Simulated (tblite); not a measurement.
Species: C3HF3O2S.
InChI=1S/C3HF3O2S/c1-2-9(7,8)3(4,5)6/h1H

Calculated harmonic vibrations of the isolated species, GFN2-xTB (tblite), most abundant isotopes, no scaling. Against measured fundamentals such values can be off by several per cent, at times by over 20.

Harmonic wavenumbers (cm⁻¹): 29.9, 73.1, 123.4, 126.6, 158.2, 276.2, 302.3, 319.9, 417.7, 430.2, 471.5, 476.5, 499.6, 641.8, 677.1, 689.2, 697.0, 1067.3, 1109.8, 1129.7, 1165.2, 1312.7, 2222.4, 3337.4.

A = 1944, B = 1349, C = 1126 MHz; mass 157.965 u (most abundant isotopes); point group Cs, symmetry number 1.

**Question.** Zero-point energy?

**Answer.** Half the sum of the wavenumbers: 8877 cm⁻¹ = 106.20 kJ/mol.

**Question.** What is S at 273.15 K and 1 bar for an ideal gas of classical rigid rotors and harmonic oscillators?

**Answer.** Translation 170.17, rotation 120.57, vibration 108.96: S = 399.7 J/(mol K).

**Question.** And Cp and H(273.15 K) − H(0)?

**Answer.** Cp = 136.44 J/(mol K), of which vibrations give 103.19 (their classical limit is 24 R = 199.5); H(273.15 K) − H(0) = 24.32 kJ/mol without the zero-point energy, 15.24 from vibrations.

**Question.** What must be added to the electronic energy to get the Gibbs energy at 273.15 K and 1 bar?

**Answer.** ZPE + [H(273.15 K) − H(0)] − T·S = 106.20 + 24.32 − 109.18 = 21.34 kJ/mol.

**Question.** Which modes carry the vibrational entropy at 273.15 K?

**Answer.** 29.9 cm⁻¹: 23.69; 73.1 cm⁻¹: 16.30; 123.4 cm⁻¹: 12.04; 126.6 cm⁻¹: 11.84; 158.2 cm⁻¹: 10.07; 276.2 cm⁻¹: 5.89 J/(mol K); the other 18 give 29.13 together.

**Question.** Blend soft modes into free rotors: weight 1/[1 + (100 cm⁻¹/ν̃)⁴] for the oscillator and the rest for a rotor with moment μB/(μ + B), μ = h/(8π²ν), B = 10⁻⁴⁴ kg m². What vibrational entropy results?

**Answer.** 98.56 J/(mol K) in place of 108.96, which changes −T·S at 273.15 K by +2.84 kJ/mol.

Hindered rotation and anharmonicity are outside this model.

The run took 0.43 s on Arm Neoverse N1, one thread, shared host. The figure is for the frequency step alone.

The values belong to the conformer `[CH:1]#[C:2][S:3](=[O:4])(=[O:5])[C:6]([F:7])([F:8])[F:9]`: C2–S3–C6–F7 59°.
